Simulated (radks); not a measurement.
The tin anion Sn4-, [Xe], held by a Watson sphere: a shell of charge +5.99 at radius R that stands for the Madelung well of a crystal (potential energy -5.99/R inside, -5.99/r outside, in hartree with lengths in bohr). All-electron calculation, scalar-relativistic Kohn-Sham, LDA (Slater exchange, Perdew-Wang correlation), spin-polarised, spherical densities, finite nucleus; Fermi nuclear charge, rms radius of each element as measured or else 0.836 A^(1/3) + 0.57 fm. Program: a radial shooting solver on a logarithmic mesh with Libxc functionals. Response by self-consistent Sternheimer equations with the Hartree and adiabatic LDA kernel, the relativistic mass of each level held fixed and spin-orbit coupling left out. The sphere does not respond.

R (bohr)	e(4d) (eV)	e(5s) (eV)	e(5p) (eV)	<r> 5p (bohr)	sum of <r^2> (bohr^2)	X-ray form factor at sin(theta)/lambda = 0.2 1/angstrom	alpha (bohr^3)
2.66	-42.044	-29.993	-22.471	2.671	84.06	40.232	31.90
2.83	-40.590	-28.653	-21.530	2.762	87.94	40.123	36.46
3.75	-35.488	-22.909	-17.115	3.258	110.7	39.901	73.32
3.79	-35.336	-22.711	-16.952	3.280	111.8	39.902	75.48
3.85	-35.115	-22.421	-16.711	3.312	113.4	39.904	78.82
4.36	-33.528	-20.262	-14.863	3.586	127.4	39.961	112.9
4.71	-32.668	-19.058	-13.781	3.775	137.5	40.022	143.0
5.35	-31.426	-17.318	-12.129	4.123	157.3	40.134	215.7
